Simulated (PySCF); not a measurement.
# Computed data sheet: `[I][In]([I])[I]`

Compound: InI₃.
Z-matrix (Å and degrees, PBE0-D3(BJ)/def2-SVP geometry), rows numbered from 1:
```
In
I   1  2.6549
I   1  2.6541  2  119.59
I   1  2.6542  2  119.58  3  -179.95
```

**PBE0-D3(BJ)/def2-SVP geometry optimisation, gas phase, def2 core potentials past Kr (PySCF)**

| Quantity | Value |
| --- | --- |
| Point group | D3h |
| Rotational constants A, B, C | 0.380, 0.374, 0.188 GHz |

CAM-B3LYP/def2-SVPD ground state, ΔSCF and vertical TDDFT (core frozen in the response) (PySCF):

| Item | Value |
| --- | --- |
| Dipole moment | 0.00 D by symmetry (numerical residue 0.05 D) |
| HOMO energy | -9.05 eV |
| LUMO energy | -2.38 eV |
| HOMO–LUMO gap | 6.67 eV |
| Lowest singlet excitation | 3.74 eV (331 nm, f = 0.000) |
| Strongest line among the 10 lowest singlet transitions | S4/S5 at 4.04 eV (307 nm, f = 0.107 summed over these states) |
| Lowest triplet excitation (Tamm–Dancoff) | 3.42 eV |
| Static isotropic polarisability | 151.0 au |
| Vertical ionisation energy | 9.83 eV |
| Vertical electron affinity | 1.80 eV |

Monoisotopic mass (most abundant isotopes): 495.6173 u.

The rotational constants are those of an oblate symmetric top; the small spread among constants that symmetry makes equal is optimisation noise. The largest Löwdin shares of the LUMO are 0.30 on In1, 0.23 on I3, 0.23 on I4 and 0.23 on I2. From the two ΔSCF values, the fundamental gap I − A is 8.03 eV and the Mulliken electronegativity (I + A)/2 is 5.82 eV. S1 lies 2.93 eV below the HOMO–LUMO gap; its leading configuration is HOMO→LUMO, weight 0.97. The polarisability is 22.38 Å³ as a volume (1 au = 0.148185 Å³). No computed singlet falls in the visible range (750 to 380 nm, 1.65 to 3.26 eV); S1 lies 0.48 eV above its blue end. The ΔSCF ionisation energy exceeds −ε(HOMO) by 0.78 eV with CAM-B3LYP. Point group D3h forbids a permanent dipole, so the rigid molecule has no electric-dipole pure rotational spectrum.

Atoms past krypton carry effective core potentials; spin–orbit coupling is left out.
